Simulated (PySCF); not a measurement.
# What a mistake does to a calculation on B2CFH4

All numbers below are calculated, not measured. The program is PySCF 2.14.0, an open-source quantum chemistry code, run on an isolated molecule that a program drew, which may never have been made. The molecule is B2CFH4 (charge 0, doublet), drawn as the SMILES string `[BH]B(C)F`.

Each row is a Hartree-Fock (HF) and frozen-core CCSD(T) single point in the cc-pVDZ basis, meant for a local HF minimum. Run 1 is clean. Each other run has one planted mistake out of seven kinds, and not every kind appears here: one electron removed, one electron added, multiplicity raised by two, geometry at a saddle point, minimal basis STO-3G, one bond length entered in bohr, all coordinates scaled. The reference is restricted for singlets and unrestricted otherwise, and also for a bond in bohr. Adding or removing an electron swaps singlet and doublet. Electrons count all cores. HOMO and LUMO are orbital energies over both spins, the gradient is its largest component, and the lowest frequency (negative if imaginary) is given only where the gradient is small. Bond lengths are over the 7 bonds as drawn. T1 is the CCSD diagnostic: over 0.02 (restricted) or 0.045 (unrestricted) a single reference is doubtful.

Geometry of the clean run:
```xyz
8
B2CFH4, angstrom
B    -2.1400   -3.0759    3.0074
B    -2.2510   -2.8524    1.3754
C    -1.7575   -1.5465    0.6412
F    -2.8313   -3.8065    0.6177
H    -1.7398   -3.3224    4.0936
H    -2.5987   -1.0753    0.1208
H    -1.3047   -0.8037    1.3016
H    -1.0229   -1.8163   -0.1258
```

```
run,electrons,basis functions,<S^2>,HOMO (eV),LUMO (eV),gradient (hartree/bohr),lowest frequency (cm^-1),mean bond (Å),longest bond (Å),T1,HF (hartree),CCSD(T) (hartree),mistake
1,29,76,0.760,-8.71,1.48,2.7e-06,113,1.2922,1.651,0.0144,-188.99745,-189.51735,no fault
2,28,76,0.000,-18.60,-6.92,8.8e-02,-,1.2922,1.651,0.0173,-188.71142,-189.22046,one electron removed
3,29,76,1.395,-9.17,1.12,4.3e-02,-,1.4426,2.237,0.0769,-188.86581,-189.39453,?
4,29,24,0.759,-6.67,6.27,4.0e-02,-,1.2922,1.651,0.0171,-186.47186,-186.64777,?
```

**Which mistake was planted in run 3, and what did it cost?**

The mean bond changes by a factor of 1.116 and the longest by 1.355, so the molecule wasn't scaled as a whole. A length L in bohr read as angstrom grows by (1/0.5292 - 1) L = 0.890 L. The 7 bonds together grew by 7 x 0.1504 = 1.053 Å, which gives L = 1.183 Å. That is bond B1-H5, 1.184 Å in the clean geometry. So the mistake is: one bond length entered in bohr. Subtracting run 1 and multiplying by 627.51 kcal/mol a hartree, the energy moved by 82.6 kcal/mol in HF and 77.1 kcal/mol in CCSD(T).

**Which mistake was planted in run 4, and what did it cost?**

It has 24 basis functions where the clean run has 76, with the same electrons and geometry. So the mistake is: minimal basis STO-3G. Subtracting run 1 and multiplying by 627.51 kcal/mol a hartree, the energy moved by 1584.8 kcal/mol in HF and 1800.7 kcal/mol in CCSD(T).

Cautions from the logs. Run 3: T1 is over the limit, so its CCSD(T) energy is less reliable.
